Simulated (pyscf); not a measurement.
This saddle point was located with ωB97X-D3(BJ)/def2-SVP in PySCF.

```xyz
7

As     1.9124    -0.3117     0.1237
Ga     0.0505    -1.0552    -1.3934
H      0.4452     0.8865    -0.5462
H     -1.3599    -0.4963    -0.7282
Si     0.2051     0.8269     1.0445
H      0.2198     2.3014     1.2537
H     -0.8896     0.2025     1.8291
```

Surface: singlet, charge 0. Lowest wavenumbers (cm⁻¹): 904i, 154, 214, 377, 408.

Which two sides does it connect, and which bonds change?

`[SiH3][AsH][Ga]` [singlet] ⇌ `[SiH3][As]=[GaH]`, a concerted two-bond exchange read from left to right: As–H, H–Si broken and Ga–H, H–Si formed. At CCSD(T)/def2-TZVPP + ΔMP2(QZVPP) it lies +2.63 eV from the left side and +2.39 eV from the right (each side as separated species at their lowest minima found). H₃Si–As=GaH is closed by a dative Ga–Si contact. One saddle was located; it need not be the lowest between these sides. One closed-shell reference is unstable to symmetry breaking; treat the single-reference values with care. The CCSD(T) − MP2 part came from Ansatz, without density fitting, on the same reference. The frozen core leaves the outer d or s,p core shells of the metals and heavy elements correlated in the MP2 and CC values, and def2-TZVPP describes them poorly, which can shift differences by a few kcal/mol. Elements up to Kr have no core potential and no relativistic terms here.
